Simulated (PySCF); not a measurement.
# Electron correlation in N(2+) (nitrogen, charge +2)

[He] 2s1 2p1 3s1, high-spin 4P determinant (an excited configuration). Calculation: PySCF 2.14, in aug-cc-pVTZ-DK (5s4p3d2f, 46 functions); the spin-free X2C one-electron Hamiltonian (Gaussian nucleus). Frozen: 1s2; 3 electrons correlated.

```tsv
level	correlation energy (mhartree)
CCSD	-13.97
(T)	-0.11
CCSD(T)	-14.08
```

Diagnostics: T1 = 0.0054, D1 = 0.0129, largest double amplitude 0.058.

**Question.** Is a single reference adequate?

**Answer.** Yes: T1 lies below 0.03 and no double amplitude reaches 0.07.
